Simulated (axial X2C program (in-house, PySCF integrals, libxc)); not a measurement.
Correcting the dissociation energy of BeSe for spin–orbit coupling

A spin-free CCSD(T) curve (one-electron X2C) was computed with an axial X2C code built on PySCF integrals, basis Se dyall-cv3z [8s9p6d4f1g], Be dyall-cv3z [8s8p3d1f] (cores contracted in-house), for the state M_S = 0, Λ = 0 (closed shell). It gives D0 = 2.520 eV to Se + Be, which in a spin-free picture are the weighted means of the ground terms.

Correlated methods: 8 electrons correlated (number of frozen shells: Se 3 s, 2 p, 1 d; Be 1 s), 192 virtual spin orbitals or spinors in MP2, 90 natural virtuals in coupled cluster.

Measured levels of the ground terms (NIST Handbook of Basic Atomic Spectroscopic Data), in cm⁻¹: Se 3P: J = 2 at 0, J = 1 at 1989.5, J = 0 at 2534.4; Be 1S: J = 0 at 0.

The molecular state has Λ = 0, so it has no first-order lowering.

(1) How far does each ground level lie under the (2J+1)-weighted mean of its term?

(2) Correct D0.

Second-order spin–orbit effects in the molecule, which grow quickly with Z, are left out. The state is a single determinant with fixed occupations, the lowest that a limited PBE0 search found. De is counted from the lowest determinant-based energies of the atoms at the same level, without counterpoise correction. Coupled cluster ran in a truncated set of natural virtual spinors; the MP2 energy of the rest was added. (T) has no such correction and the atoms are truncated less, which lowers De at CCSD(T) by a hundredth of an eV or more.

## Answers

(1) Se: (5 × 0 + 3 × 1989.5 + 1 × 2534.4)/9 = 945 cm⁻¹; Be: a single level, 0.

(2) D0 = 2.520 + (0 − 945)/8065.5 = 2.403 eV at CCSD(T) with these spin–orbit terms.
